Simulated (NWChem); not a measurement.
Species: InHClF; SMILES [F][InH][Cl]

Computed with NWChem. Coordinates come from a PBE-D3(BJ)/def2-SVP optimisation. def2 effective core potentials on In; no spin-orbit coupling. Ions are spin-unrestricted doublets at the neutral geometry; other ion states weren't tried. Functional: LC-ωPBE (HJS hole) with def2-SVP; the question gives the range parameter ω in 1/bohr.

What does the run give for range parameter (1/bohr) 0.20? Quantities: vertical ionisation energy, ΔSCF (eV); −ε(HOMO) (eV).


| Quantity | Result |
|---|---|
| vertical ionisation energy, ΔSCF (eV) | 11.27 |
| −ε(HOMO) (eV) | 10.07 |
